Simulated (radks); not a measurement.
The numbers below are computed, except where a source is named.
Effect of the nuclear size on the chromium ion Cr+, [Ar] 3d5. Level of theory: Dirac Kohn-Sham, LDA (Slater exchange, Perdew-Wang correlation), spin-unpolarised, spherical densities, finite nucleus; open shells fill j = l - 1/2 first; Fermi nuclear charge, rms radius 3.6452 fm (a radial shooting solver on a logarithmic mesh with Libxc functionals). The rms radius is varied about that value; shifts are against it.

| rms radius (fm) | total energy shift (eV) | density at nucleus (e/bohr^3) | 1s1/2 shift (meV) | 2s1/2 shift (meV) | 3s1/2 shift (meV) |
|---|---|---|---|---|---|
| 2.9453 | -0.0255 | 1.145e+04 | -10.8 | -0.949 | -0.137 |
| 3.3208 | -0.0125 | 1.14e+04 | -5.29 | -0.464 | -0.067 |
| 3.6452 | 0 | 1.136e+04 | 0.000 | 0.000 | 0.000 |
| 3.8894 | 0.0101 | 1.134e+04 | 4.30 | 0.377 | 0.054 |
| 4.3925 | 0.0330 | 1.129e+04 | 14.0 | 1.23 | 0.177 |

Slopes of the eigenvalues against <r^2> in GHz/fm^2, as finite differences over the two radii next to the reference (eigenvalue slopes, not the field-shift constants of lines): 1s1/2 566, 2s1/2 49.6, 3s1/2 7.15.
